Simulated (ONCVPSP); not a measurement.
# Potentials for Sb (Z = 51) compared

Generated with ld1.x 7.5 (TM, RRKJ, ultrasoft, PAW), atompaw 4.2 or ONCVPSP 4.0.1. The cutoff is in Ry: for ld1.x and atompaw files where the sum of valence levels is converged to 10 mRy in a Bessel basis, for ONCV files where the hardest occupied wave has 1 mHa per electron of residual kinetic energy. The error is the largest all-electron minus pseudo excitation energy over each file’s own four to seven test configurations (ionisations up to +4, promotions, holes and added fractions of an electron), all of which were solved. The labels leave out finer settings (local radius, basis sizes, second energies), which also bear on the numbers. Spin-polarised tests are not counted. The rows are a selection from randomly drawn settings: files with unsolved tests, undetermined cutoffs or missed reference levels are left out.

A true bound ghost makes a file unfit for plane-wave use even where its test errors are small: the radial tests pick states by their node count and pass the ghost by.

| potential | cutoff (Ry) | largest error (meV) | bound ghosts |
| --- | --- | --- | --- |
| ONCV, LDA (Perdew-Zunger), fully relativistic, rc 1.50/2.45/1.50 (spd), local s, core correction yes, reference 4d10 5s2 5p3, qcut 3.4/3.8/8.2, projectors 0/2/2 | 112 | -132 | none |
| ONCV, PBE, scalar-relativistic, rc 1.35/1.50/1.50 (spd), local smoothed, core correction yes, reference 4s2 4p6 4d10 5s2 5p2, qcut 9.7/10.6/10.4, projectors 3/2/2 | 80 | -26 | none |
| ONCV, Wu-Cohen, scalar-relativistic, rc 1.70/1.95/1.45 (spd), local smoothed, core correction yes, reference 4d10 5s2 5p1.5, qcut 3.5/4.8/12.2, projectors 2/3/2 | 93 | -11 | s, p |
| ONCV, PBEsol, scalar-relativistic, rc 1.15/1.60/1.50/1.55 (spdf), local smoothed, core correction yes, reference 4s2 4p6 4d10 5s2 5p3, qcut 8.6/9.6/12.3/6.3, projectors 2/2/1/2 | 92 | -13 | none |
| ONCV, Wu-Cohen, scalar-relativistic, rc 1.05/1.55/1.45 (spd), local smoothed, core correction no, reference 4s2 4p6 4d10 5s1.5 5p3.5, qcut 10.3/11.1/8.7, projectors 3/2/1 | 93 | +23 | none |
| ONCV, PBEsol, fully relativistic, rc 1.70/2.50/1.40 (spd), local smoothed, core correction yes, reference 4d10 5s1 5p4, qcut 3.6/3.2/9.3, projectors 3/2/2 | 75 | -5.1 | s |

Problem. Fill in the row for Sb: ONCV, LDA (Perdew-Wang 92), scalar-relativistic, rc 1.40/1.50/1.35 (spd), local smoothed, core correction yes, reference 4s2 4p6 4d10 5s1 5p4, qcut 9.3/7.5/13.6, projectors 2/2/2.

Solution. cutoff 104 Ry, largest error -5.4 meV, bound ghosts: none.

Problem. Fill in the row for Sb: ONCV, PBE, scalar-relativistic, rc 1.75/1.95/1.10/2.05 (spdf), local smoothed, core correction yes, reference 4d10 5s1 5p4, qcut 3/5/8.8/6, projectors 2/1/1/1.

Solution. cutoff 143 Ry, largest error -206 meV, bound ghosts: s, p.
